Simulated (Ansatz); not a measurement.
Al₁₀⁻ (relaxed from a model of Al10 tetrahedron, whose bonding it doesn't keep). Charge -1, multiplicity 2. Geometry PBE-D4/def2-SVP, basis def2-SVP, Ansatz.

Cartesian coordinates in Å:
```
Al -2.400 -2.164 0.832
Al -1.573 0.135 1.952
Al 0.911 0.192 2.667
Al -1.932 0.069 -0.696
Al 0.151 1.514 0.235
Al -0.285 1.517 -2.339
Al 0.466 -1.131 0.272
Al 2.751 0.623 0.890
Al -0.108 -1.151 -2.263
Al 2.021 0.395 -1.550
```

```tsv
run	HOMO (eV)	LUMO (eV)
A	-1.30	-0.45
B	-1.02	-0.53
C	-1.69	0.00
D	-1.32	-0.01
```

B3LYP takes the VWN-RPA correlation.

HOMO and LUMO are taken over both spins.

Question: The runs used B3LYP, PBE, PBE0, r2SCAN. Estimate which is which.

Answer: A r2SCAN (0 % exact exchange); B PBE (0 % exact exchange); C PBE0 (25 % exact exchange); D B3LYP (20 % exact exchange). Exact exchange lowers occupied and raises empty levels; among semilocal functionals meta-GGAs tend to open the gap a little, and such runs are hard to tell apart. The gap grows from 0.48 eV (PBE) to 1.68 eV (PBE0). At r2SCAN-D4/def2-SVP, PBE0-D4/def2-SVP the charge -1 doublet is spin-contaminated (final ⟨S²⟩ up to 0.90, 0.75 for a pure state).
